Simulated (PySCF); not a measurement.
Stepwise substitution at one centre (Si Br-C2H5). All species are isolated molecules in the gas phase. One relaxed conformer stands for each flexible species; it need not be the lowest. Strings in code marks are SMILES.

Computed with B3LYP-D3(BJ)/def2-TZVP // B3LYP-D3(BJ)/def2-SVP run with PySCF. All candidates: neutral, multiplicity 1. B3LYP has the VWN-RPA correlation part, as in Gaussian. Delta-SCF ions had no search for a lower state. 

| Property | Value |
|---|---|
| LUMO | -0.27 eV |
| vertical ionisation energy (Delta-SCF) | 9.61 eV |
| HOMO | -7.79 eV |

Question: Name which member has these values.
A) `CC[Si](Br)(Br)CC` (C–C–Si–Br torsion 64°, Br–Si–C–C torsion -178°)
B) `Br[Si](Br)(Br)Br`
C) `CC[Si](Br)(Br)Br` (C–C–Si–Br torsion 60°)

Answer: A, `CC[Si](Br)(Br)CC` (C–C–Si–Br torsion 64°, Br–Si–C–C torsion -178°). The others give `Br[Si](Br)(Br)Br`: -2.18 eV, 10.34 eV, -8.43 eV; `CC[Si](Br)(Br)Br` (C–C–Si–Br torsion 60°): -1.25 eV, 10.09 eV, -8.10 eV
